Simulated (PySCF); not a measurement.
# Arsenic: a sound run and one with changed settings

Sound run: As [Ar] 3d10 4s2 4p3, As⁺ [Ar] 3d10 4s2 4p2. Calculation: PySCF 2.14, in jorge-DZP-DKH (8s6p2d1f, 43 functions); scalar relativity by spin-free X2C-1e. In the sound run the correlated levels freeze [Ar] 3d10. The sound run starts from symmetry-adapted Hartree-Fock orbitals and uses a fine grid where one is needed.

Changed run: the non-relativistic Hamiltonian (point nucleus). This setting is unsound on purpose.

```
species   method  sound run (hartree)  changed run (hartree)  converged
     As      UHF          -2258.89398            -2228.41071        yes
     As     TPSS          -2260.53018            -2229.95631        yes
     As   M06-2X          -2260.69191            -2230.05368        yes
     As      MP2          -2258.91863            -2228.43492        yes
     As  CCSD(T)          -2258.92440            -2228.44058        yes
    As⁺      UHF          -2258.54714            -2228.06102        yes
    As⁺     TPSS          -2260.16879            -2229.59175        yes
    As⁺   M06-2X          -2260.33169            -2229.69087        yes
    As⁺      MP2          -2258.57238            -2228.08608        yes
    As⁺  CCSD(T)          -2258.58114            -2228.09504        yes
```

Ionisation energy of As:

```tsv
method	sound run (eV)	changed run (eV)
UHF	9.438	9.515
TPSS	9.834	9.920
M06-2X	9.802	9.873
MP2	9.422	9.492
SCS-MP2	9.362	9.433
CCSD	9.341	9.403
CCSD(T)	9.341	9.403
```

Most of the change in total energy is the relativistic energy itself. On top of that the contraction fixes the core shape for the Hamiltonian it was made with, so the changed run is not a good calculation with the other Hamiltonian either.

For comparison, NIST gives 9.789 eV between the lowest levels.
